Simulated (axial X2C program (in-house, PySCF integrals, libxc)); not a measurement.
**KH⁺: cheaper levels and CCSD(T), two-component**

Computed with an axial X2C code built on PySCF integrals. Two-component (2c) means X2C with spin–orbit coupling and atomic mean-field two-electron Coulomb and Gaunt terms. Basis: K dyall-cv3z [11s12p6d3f], H dyall-v3z [6s2p1d] (cores contracted in-house); Gaussian nuclei, density fitting, unrestricted open shells. Masses: K 38.964 u, H 1.008 u.

State: Ω = 1/2 (⟨Sz⟩ = 0.50, ⟨Lz⟩ = 0.00 at HF); fragments K+ + H.

```
level  Re (Å)  ωe (cm⁻¹)  De (eV)
 PBE0   3.087      218.7    0.046
   HF   3.225      179.8    0.028
  MP2   3.067      220.4    0.040
 CCSD   3.062      223.1    0.039
```

Correlated methods: 9 electrons correlated (number of frozen shells: K 2 s, 1 p; H none), 171 virtual spin orbitals or spinors in MP2, 67 natural virtuals in coupled cluster.

CCSD(T), same Hamiltonian and basis:

Re = 3.058 Å, ωe = 223.0 cm⁻¹, De = 0.04 eV; T1 = 0.002 (Lee–Taylor normalisation).

(1) Give the differences from CCSD(T) in the columns below.

The state is a single determinant with fixed occupations, the lowest that a limited PBE0 search found. Dissociation energies refer to the lowest single-determinant-based atoms at the same level and basis. Density functionals use the spin component along the axis (collinear). CCSD and (T) use frozen natural virtuals with an MP2 correction for the truncation; (T) itself is uncorrected, so its De runs slightly low. Under one Hamiltonian the search converged a single determinant, so lower ones may well exist. The bond is weak, and without diffuse functions and with truncated virtuals even CCSD(T) can be tens of per cent off in De.

## Answers

(1) 

| level | ΔRe (Å) | Δωe (cm⁻¹) |
| --- | --- | --- |
| PBE0 | 0.029 | -4.3 |
| HF | 0.167 | -43.2 |
| MP2 | 0.009 | -2.6 |
| CCSD | 0.004 | 0.1 |
